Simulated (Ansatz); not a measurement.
The first iterations of a band of C2H6BFN2 (12 atoms, charge 0, multiplicity 1).

The calculation used Ansatz 0.2.0, RKS revPBE/def2-SVP.

```json
{"movable images": "9", "climbing image": "yes", "spring": "5.0 eV/Å²", "optimiser": "lbfgs", "start path": "through a guess of the saddle point", "force threshold": "0.05 eV/Å", "iteration limit": "60", "end points": "relaxed", "largest step": "0.02 Å"}
```

Initial state:

```xyz
12
Properties=species:S:1:pos:R:3
N -0.419 -0.935 1.710
C 0.127 -0.024 0.732
N 0.645 -0.560 -0.590
C 0.108 0.534 -1.460
B -0.777 0.919 -0.196
F -1.858 1.671 -0.001
H -1.088 -1.573 1.260
H 0.319 -1.535 2.104
H 0.892 0.611 1.254
H 1.666 -0.691 -0.640
H 0.833 1.341 -1.736
H -0.371 0.185 -2.403
```

Final state:

```xyz
12
Properties=species:S:1:pos:R:3
N -0.438 -1.406 1.025
C 0.115 -0.094 0.834
N 0.939 0.003 -0.458
C -0.155 0.265 -1.479
B -0.533 0.973 -0.129
F -0.559 2.317 0.091
H 0.117 -1.985 1.666
H -1.395 -1.354 1.385
H 0.720 0.318 1.676
H 1.693 0.700 -0.434
H 0.175 0.894 -2.328
H -0.603 -0.686 -1.814
```

| iteration | highest image above the first end (eV) | largest band force component (eV/Å) |
| --- | --- | --- |
| 1 | 4.273 | 24.200 |
| 2 | 3.277 | 18.079 |
| 3 | 2.459 | 13.917 |
| 4 | 1.851 | 10.702 |
| 5 | 1.410 | 8.343 |
| 6 | 1.075 | 6.479 |
| 7 | 0.863 | 5.030 |
| 8 | 0.743 | 3.835 |
| 9 | 0.638 | 2.842 |
| 10 | 0.547 | 1.992 |
| 11 | 0.465 | 1.353 |
| 12 | 0.400 | 0.762 |
| 13 | 0.352 | 0.661 |

Question: Does the band converge within its limit, and where does its top end?

Answer: The forces met the threshold. It ended after 39 iterations with the highest image 0.263 eV above the first end. The order of the stationary point at the top wasn't checked.

Time of the run: 13 min on 2 threads of Arm Neoverse V1, with other jobs on the host, peak memory 0.15 GiB.
